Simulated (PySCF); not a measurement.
Species: C₃H₇FPSi₂ (doublet state).
Structure used (GFN2-xTB), in Å, numbered top down from 1:
```
atom  x, y, z in Å
C1    -3.464    0.646    0.593
C2    -2.341    0.253   -0.026
C3    -1.320   -0.109   -0.620
Si4    0.261   -0.654   -1.348
Si5    1.799   -0.864    0.404
F6     2.917   -1.928   -0.099
P7     2.971    0.943    1.032
H8    -4.206   -0.071    0.897
H9    -3.649    1.686    0.797
H10    0.701    0.356   -2.326
H11    0.064   -1.935   -2.036
H12    1.337   -1.501    1.639
H13    3.087    1.484   -0.239
H14    1.842    1.693    1.310
```

The hyperfine couplings belong to this conformer and change with its torsions.

The species is `C([CH2])#C[SiH2][Si@H](P)F` [radical].

Computed with PySCF 2.14.0, UKS B3LYP, pcH-1 on C F H P Si, non-relativistic, mean-field spin-orbit, GIAO. The structure is a single GFN2-xTB conformer in the gas phase; no vibrational or solvent corrections. Couplings are sensitive to structure, and on GFN2-xTB geometries they can be far from those on DFT ones. Stability of the SCF solution: not tested.

Computed for the main isotopes (class means, splittings of 0.05 mT or more): g = 2.0028; H8 1H -50.1 MHz (1.79 mT); H9 1H -50.1 MHz (1.79 mT); H10 1H +20.7 MHz (0.74 mT); F6 19F +20.7 MHz (0.74 mT); H11 1H +15.0 MHz (0.54 mT); 32 first-order lines, 5.59 mT wide. Two of these splittings differ by less than 0.03 mT, so with lines wider than that fewer lines would be seen.

**Question.** What changes when 1H at H10 is replaced by 2H?

**Answer.** Only the nuclear moment changes in this model. The ratio of g factors is 0.85744/5.58569 = 0.1535, so a goes from +20.7 to +3.2 MHz (0.114 mT). The spin goes from 1/2 to 1, so the 1:1 doublet becomes a 1:1:1 triplet. The spectrum then has 48 first-order lines over 5.08 mT.

**Question.** Give position and intensity of the satellites from 13C at C2.

**Answer.** a = -59.8 MHz, or 2.13 mT in magnitude, and I = 1/2, so to first order each main line has two satellites, at ±1.07 mT. The isotope's abundance is about 1.07 %, shared among 2 lines, so each has 0.54 % of the main line's intensity.

**Question.** Give position and intensity of the satellites from 13C at C1.

**Answer.** a = +59.1 MHz, or 2.11 mT in magnitude, and I = 1/2, so to first order each main line has two satellites, at ±1.05 mT. The isotope's abundance is about 1.07 %, shared among 2 lines, so each has 0.54 % of the main line's intensity.

H8 and H9 aren't averaged: C1 is flat or nearly so (angle sum 360°), and its turn about the short C1–C2 bond (1.34 Å) is taken as slow.

Hardware: one thread of an Arm Neoverse V2 (shared host). Cost: 1.7 min wall (grids of density and orbitals included), 0.95 GiB resident at most.
